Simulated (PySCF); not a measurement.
Electron correlation in Ne²⁺ (neon, charge +2)

[He] 2s2 2p4, high-spin 3P determinant. Computed with PySCF 2.14 in pcseg-2, with no relativity, point nucleus. Frozen: 1s2; 6 electrons correlated.

MP2 pair energies summed by pair of shells (mhartree):

| pair | energy | share (%) |
| --- | --- | --- |
| 2p-2p | -61.52 | 48.4 |
| 2s-2p | -57.28 | 45.1 |
| 2s-2s | -8.27 | 6.5 |

Total MP2 correlation energy: -127.07 mhartree.

Same-spin part -30.90 and opposite-spin part -96.18 mhartree; SCS-MP2 scales them by 1/3 and 6/5 to -125.71 mhartree.

| level | correlation energy (mhartree) |
| --- | --- |
| CCSD | -141.59 |
| (T) | -1.20 |
| CCSD(T) | -142.79 |

Diagnostics: T1 = 0.0031, D1 = 0.0056, largest double amplitude 0.024.

Cost of the coupled-cluster step: 0.54 s of wall time on 1 thread of Neoverse-N1 (shared host), for 6 correlated electrons.

Iterations:

```
CC2 = 0
CCSD nocc = (np.int64(4), np.int64(2)), nmo = (29, 29)
frozen orbitals [[0], [0]]
max_cycle = 100
direct = 0
conv_tol = 1e-08
conv_tol_normt = 1e-06
diis_space = 8
diis_start_cycle = 0
Init t2, MP2 energy = -0.127073561068741
Init E_corr(UCCSD) = -0.127073561071903
cycle = 1  E_corr(UCCSD) = -0.13899770794631  dE = -0.0119241469  norm(t1,t2) = 0.0178793
cycle = 2  E_corr(UCCSD) = -0.140926837247289  dE = -0.0019291293  norm(t1,t2) = 0.0051188
cycle = 3  E_corr(UCCSD) = -0.141618577223103  dE = -0.000691739976  norm(t1,t2) = 0.0019293
cycle = 4  E_corr(UCCSD) = -0.141586788229183  dE = 3.17889939e-05  norm(t1,t2) = 0.00036305
cycle = 5  E_corr(UCCSD) = -0.14159235414118  dE = -5.565912e-06  norm(t1,t2) = 6.15378e-05
cycle = 6  E_corr(UCCSD) = -0.141592804359453  dE = -4.50218273e-07  norm(t1,t2) = 1.12925e-05
cycle = 7  E_corr(UCCSD) = -0.141592627741258  dE = 1.76618196e-07  norm(t1,t2) = 2.44182e-06
cycle = 8  E_corr(UCCSD) = -0.141592640635632  dE = -1.28943741e-08  norm(t1,t2) = 3.15536e-07
cycle = 9  E_corr(UCCSD) = -0.14159264067078  dE = -3.51478291e-11  norm(t1,t2) = 3.68392e-08
UCCSD converged
E(UCCSD) = -126.5072582947268  E_corr = -0.1415926406707797
UCCSD(T) correction = -0.00119752358166269
```
